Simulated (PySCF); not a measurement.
H₃ClMgSi (SMILES [SiH3][Mg][Cl]), singlet, at a GFN2-xTB geometry (such geometries of metal compounds can be far from the true shape), with bond 2-1 at 1.8 times its length; CASCI(2,3)/def2-SVP (PySCF).

Input for PySCF:
```python
from pyscf import gto, scf, mcscf
import numpy

mol = gto.M(
    atom='''
Mg    0.51659587    0.05768060   -0.51003876
Cl   -1.78495399    3.12501531   -1.21702085
Si    0.40949217   -1.73194106    1.18868704
H     0.39867677   -3.12075333    0.68626367
H    -0.85862766   -1.56527193    1.93581876
H     1.48264016   -1.70880973    2.20447611
''',
    basis='def2-svp',
    verbose=4,
)

mf = scf.RHF(mol)
mf.kernel()
mc = mcscf.CASCI(mf, 3, 2)
mc.fix_spin_(ss=0.0)
mc.kernel()
occ = numpy.linalg.eigvalsh(mc.fcisolver.make_rdm1(mc.ci, mc.ncas, mc.nelecas))[::-1]
ss = mc.fcisolver.spin_square(mc.ci, mc.ncas, mc.nelecas)[0]
print('natural occupations', occ.round(4), ' <S^2>', round(ss, 4))
```

The log (banner, timings and long lists left out):

```
PySCF version 2.14.0

[INPUT] verbose = 4
[INPUT] num. atoms = 6
[INPUT] num. electrons = 46
[INPUT] charge = 0
[INPUT] spin (= nelec alpha-beta = 2S) = 0
[INPUT] symmetry False subgroup None
[INPUT] Mole.unit = angstrom
[INPUT] Symbol           X                Y                Z      unit          X                Y                Z       unit  Magmom
[INPUT]  1 Mg     0.516595870000   0.057680600000  -0.510038760000 AA    0.976224711381   0.109000536701  -0.963833569313 Bohr   0.0
[INPUT]  2 Cl    -1.784953990000   3.125015310000  -1.217020850000 AA   -3.373074186050   5.905423070973  -2.299836094385 Bohr   0.0
[INPUT]  3 Si     0.409492170000  -1.731941060000   1.188687040000 AA    0.773828051454  -3.272894267289   2.246292953420 Bohr   0.0
[INPUT]  4 H      0.398676770000  -3.120753330000   0.686263670000 AA    0.753389907526  -5.897369096024   1.296850385539 Bohr   0.0
[INPUT]  5 H     -0.858627660000  -1.565271930000   1.935818760000 AA   -1.622571120376  -2.957935258169   3.658167283195 Bohr   0.0
[INPUT]  6 H      1.482640160000  -1.708809730000   2.204476110000 AA    2.801783843681  -3.229182388692   4.165856096047 Bohr   0.0

nuclear repulsion = 110.837394337222
number of shells = 33
number of NR pGTOs = 129
number of NR cGTOs = 69
basis = def2-svp
ecp = {}

******** <class 'pyscf.scf.hf.RHF'> ********
method = RHF
initial guess = minao
damping factor = 0
level_shift factor = 0
DIIS = <class 'pyscf.scf.diis.CDIIS'>
diis_start_cycle = 1
diis_space = 8
diis_damp = 0
SCF conv_tol = 1e-09
SCF conv_tol_grad = None
SCF max_cycles = 50
direct_scf = True
direct_scf_tol = 1e-13
Set gradient conv threshold to 3.16228e-05
Initial guess from minao.
init E= -949.038231517766
  HOMO = -0.331130951423841  LUMO = -0.0766901771888793  gap/eV = 6.92369
cycle= 1 E= -949.312170135854  delta_E= -0.274  |g|= 0.421  |ddm|= 2.02
  HOMO = -0.180164026937529  LUMO = -0.0976135566526333  gap/eV = 2.24631
cycle= 2 E= -949.398515953375  delta_E= -0.0863  |g|= 0.189  |ddm|= 0.972
  HOMO = -0.280644099093227  LUMO = -0.0716341868814019  gap/eV = 5.68745
cycle= 3 E= -949.409369255486  delta_E= -0.0109  |g|= 0.0378  |ddm|= 0.282
  HOMO = -0.291611679790058  LUMO = -0.064947157260705  gap/eV = 6.16786
cycle= 4 E= -949.411219843752  delta_E= -0.00185  |g|= 0.0128  |ddm|= 0.129
  HOMO = -0.294275954382707  LUMO = -0.0647943353543767  gap/eV = 6.24451
cycle= 5 E= -949.41139927805  delta_E= -0.000179  |g|= 0.00424  |ddm|= 0.0439
  HOMO = -0.294656838768549  LUMO = -0.0647277983462993  gap/eV = 6.25669
cycle= 6 E= -949.411428025541  delta_E= -2.87e-05  |g|= 0.00147  |ddm|= 0.0192
  HOMO = -0.295102450949114  LUMO = -0.0646624691526694  gap/eV = 6.27059
cycle= 7 E= -949.411432202415  delta_E= -4.18e-06  |g|= 0.000382  |ddm|= 0.00862
  HOMO = -0.295196703430332  LUMO = -0.0646108392142577  gap/eV = 6.27456
cycle= 8 E= -949.411432479745  delta_E= -2.77e-07  |g|= 6.22e-05  |ddm|= 0.00231
  HOMO = -0.295200781839637  LUMO = -0.0645954864365867  gap/eV = 6.27509
cycle= 9 E= -949.411432489014  delta_E= -9.27e-09  |g|= 1.34e-05  |ddm|= 0.000396
  HOMO = -0.295200926907777  LUMO = -0.0645956157489116  gap/eV = 6.27509
cycle= 10 E= -949.411432489388  delta_E= -3.74e-10  |g|= 4.31e-06  |ddm|= 5.79e-05
  HOMO = -0.295201023791965  LUMO = -0.0645954263541189  gap/eV = 6.27510
Extra cycle  E= -949.411432489417  delta_E= -2.91e-11  |g|= 2.24e-06  |ddm|= 1.34e-05
converged SCF energy = -949.411432489417

******** <class 'pyscf.mcscf.casci.CASCI'> ********
CAS (1e+1e, 3o), ncore = 22, nvir = 44
natorb = False
canonicalization = True
sorting_mo_energy = False
******** <class 'pyscf.fci.addons.SpinPenaltyFCISolver'> ********
max. cycles = 200
conv_tol = 1e-08
davidson only = True
linear dependence = 1e-12
level shift = 0.001
max iter space = 12
nroots = 1
pspace_size = 400
spin = None
Density matrix diagonal elements [1.99210296e+00 7.89476429e-03 2.27212772e-06]
CASCI converged
CASCI E = -949.412586866425  E(CI) = -1.02428492983768  S^2 = 0.0000000
natural occupations [1.9945 0.0055 0.    ]  <S^2> 0.0
```
